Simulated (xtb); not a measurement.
C6H6, triplet, at a GFN2-xTB geometry (a higher spin typed on purpose: for a closed-shell molecule this is an excited state). Base run: GFN2-xTB (xtb).

Geometry (Å):
```xyz
12

C     -0.8451     1.1285     0.2218
C     -1.3944    -0.0687    -0.0983
C     -0.5710    -1.2070    -0.3057
C      0.8299    -1.1235    -0.0880
C      1.4068     0.0605     0.2322
C      0.6028     1.2719     0.0868
H     -1.4489     1.9810     0.4924
H     -2.4682    -0.1984    -0.0879
H     -1.0306    -2.1772    -0.4081
H      1.4089    -2.0370    -0.0699
H      2.4469     0.1334     0.5105
H      0.9175     1.9275    -0.7297
```
Charge 0, spin multiplicity 3.
All else is at xtb's defaults.
Base energy -15.72350 Eh.

The base run was repeated with changes; each row names its change, and settings that it needs were set with it.

```csv
change,ΔE vs base (mEh),dipole (D),G_solv (kcal/mol),SCF cycles
base,0.000,0.27,-,10
acc = 0.0001,0.000,0.27,-,16
gbsa = acetonitrile,-6.914,0.26,-4.35,9
gbsa = chcl3,-6.579,0.26,-4.15,9
acc = 30,0.000,0.27,-,8
alpb = methanol,-7.004,0.26,-4.43,9
etemp = 3000,-3.141,0.27,-,10
alpb = acetone,-7.719,0.27,-4.86,9
```

ALPB and GBSA are two models with their own fitted parameters for each solvent, which aren't always the measured dielectric constant.
